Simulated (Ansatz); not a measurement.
The cluster GeBr2⁺, relaxed as a doublet with UKS r2SCAN-D4/def2-TZVP in Ansatz, starting from the GFN1-xTB geometry. Force threshold 0.02 eV/Å.

The structure comes from a short search, and lower isomers may exist.

Start:

```csv
atom,x (Å),y (Å),z (Å)
Ge1,0.195,-0.636,0.484
Br2,-0.869,1.238,1.276
Br3,0.674,-0.602,-1.760
```

```csv
step,energy (eV),largest force component (eV/Å),SCF passes
1,-196602.7429,0.709,20
2,-196602.8058,0.104,22
3,-196602.8074,0.004,23
```

Force components are those of the run's own axes.

End:

```xyz
3

Ge    0.173   -0.564    0.430
Br   -0.862    1.207    1.312
Br    0.689   -0.643   -1.742
```

By distances, no bond broke or formed. The bond that changes most is Ge1–Br2, from 2.30 to 2.23 Å (atoms count from 1).

No frequencies were taken in this run, so the end may be a saddle point.

It took 7 s on 4 threads of Intel Xeon on a shared host.
